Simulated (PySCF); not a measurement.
## Spinor energies of Nb²⁺ (niobium, charge +2)

Start: [Kr] 4d3; 4d3/2 filled at m_j = -1/2, +1/2, +3/2. Calculated with PySCF 2.14 in x2c-SVPall-2c (6s8p6d1f, 67 functions): generalised Hartree-Fock with the X2C-1e Hamiltonian and a Gaussian nucleus; one run each with spin-orbit coupling (SO) switched off, then screened by Boettger's factors.

| spinor shell | electrons | ε, spin-free (eV) | ε, screened SO (eV) | weight of nominal j (screened SO) | rms radius, screened SO (bohr) |
| --- | --- | --- | --- | --- | --- |
| 1s1/2 | 2 | -19101.7 | -19100.8 | 1.000 | 0.0415 |
| 2s1/2 | 2 | -2759.5 | -2759.2 | 1.000 | 0.171 |
| 2p1/2 | 2 | -2460.3 | -2526.5 | 1.000 | 0.149 |
| 2p3/2 | 4 | -2460.3 | -2429.0 | 1.000 | 0.154 |
| 3s1/2 | 2 | -506.65 | -506.55 | 1.000 | 0.471 |
| 3p1/2 | 2 | -405.87 | -417.02 | 1.000 | 0.471 |
| 3p3/2 | 4 | -405.87 | -400.51 | 1.000 | 0.482 |
| 3d3/2 | 4 | -240.96 | -242.90 | 0.979 | 0.472 |
| 3d5/2 | 6 | -240.96 | -239.53 | 0.986 | 0.475 |
| 4s1/2 | 2 | -90.048 | -90.001 | 1.000 | 1.23 |
| 4p1/2 | 2 | -60.647 | -64.802 | 0.691 | 1.39 |
| 4p3/2 | 4 | -60.647 | -58.555 | 0.845 | 1.39 |
| 4d3/2 | 3 | -25.232 | -25.252 | 0.636 | 2.00 |

```
   quantity    spin-free  screened SO
E (hartree)  -3815.99468  -3816.38819
        M_J          3/2          3/2
       ⟨J²⟩        6.758        6.498
       ⟨L²⟩       12.006       11.993
       ⟨S²⟩        3.751        3.746
```

The determinant has a definite M_J but mixes levels of different J.

Each row is a mean over spinors that exchange with the open shell spreads, by up to 3.662 eV (4s1/2).

Rows whose weight is well below 1 are mixtures of j = l ± 1/2: exchange outweighs spin-orbit coupling there, and the label is only the starting occupation.

Breit and QED terms are absent; they matter most for the inner s and p1/2 levels.

Densities and radii are taken from the X2C orbitals without a picture-change correction, which distorts them close to the nucleus.

Without spin-orbit coupling the j labels of p, d and f shells carry no meaning; the spin-free column gives the mean over the occupied spinors of each nl shell, and its ⟨J²⟩ belongs to a mixture of degenerate components.
